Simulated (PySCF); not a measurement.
Dipole response of Zr⁺ (zirconium, charge +1)

[Kr] 4d1 5s2, 2D determinant (an excited configuration). Computed with PySCF 2.14 in aug-cc-pVTZ-PP with one added diffuse shell each of s, p, d, f, g type with ECP28MDF (7s7p6d4f3g, 113 functions), with a scalar-relativistic core potential. Coupled (time-dependent) response in atomic units; α is the mean over directions.

| method | mean α (bohr³) | α xx, yy, zz | C₆ (like pair) | S(−4) |
| --- | --- | --- | --- | --- |
| BP86 | 63.54 | 63.67, 63.67, 63.30 | 642.5 | 1746 |

S(−4) is the Cauchy moment in α(ω) = α(0) + S(−4) ω² + …

Spin-orbit coupling is absent.

α(iu) at BP86:

```json
{"u (hartree)": "0", "α(iu) (bohr³)": "63.54"}
{"u (hartree)": "0.0500", "α(iu) (bohr³)": "59.50"}
{"u (hartree)": "0.100", "α(iu) (bohr³)": "50.24"}
{"u (hartree)": "0.200", "α(iu) (bohr³)": "32.11"}
{"u (hartree)": "0.300", "α(iu) (bohr³)": "21.17"}
{"u (hartree)": "0.500", "α(iu) (bohr³)": "11.46"}
{"u (hartree)": "0.750", "α(iu) (bohr³)": "6.930"}
{"u (hartree)": "1.00", "α(iu) (bohr³)": "4.833"}
{"u (hartree)": "1.50", "α(iu) (bohr³)": "2.824"}
{"u (hartree)": "2.00", "α(iu) (bohr³)": "1.857"}
{"u (hartree)": "3.00", "α(iu) (bohr³)": "0.9642"}
{"u (hartree)": "5.00", "α(iu) (bohr³)": "0.3863"}
```

For an ion, C₆ is the dispersion term alone; charge-induced terms of lower order in 1/R come first.

The components differ because the open shell of this determinant is not spherical; for a pure term their mean is the scalar polarisability.

Energies and moments cover only the electrons outside the core potential.
